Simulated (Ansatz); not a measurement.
Calculated with Ansatz (gas phase, PBE0-D4/def2-TZVP geometries, no zero-point term in ΔE). CCSD(T)/CBS is the MP2 limit (def2-TZVPP, def2-QZVPP) plus CCSD(T) − MP2 in def2-TZVPP, frozen cores. Double bonds are as drawn, so ΔE can hold a change between cis and trans. DFT in def2-TZVPP. One conformer a species, not always the lowest.

`C#[C][AlH][CH2]C` + `[SiH3]/C=C\S` → `C[CH2][AlH][SH]` + `C#C/C=C\[SiH3]`  (redistribution)

```csv
species,r2SCAN-D4 energy (Eh)
`C#[C][AlH][CH2]C`,-398.94388
`[SiH3]/C=C\S`,-767.42449
`C[CH2][AlH][SH]`,-721.03338
`C#C/C=C\[SiH3]`,-445.37084
```

Q: Work out ΔE.

A: ΔE = (-721.03338) + (-445.37084) − (-398.94388) − (-767.42449) = -0.03585 Eh = -22.5 kcal/mol. CCSD(T)/CBS gives -21.7 kcal/mol.

Largest T1 diagnostic among the species: 0.013.
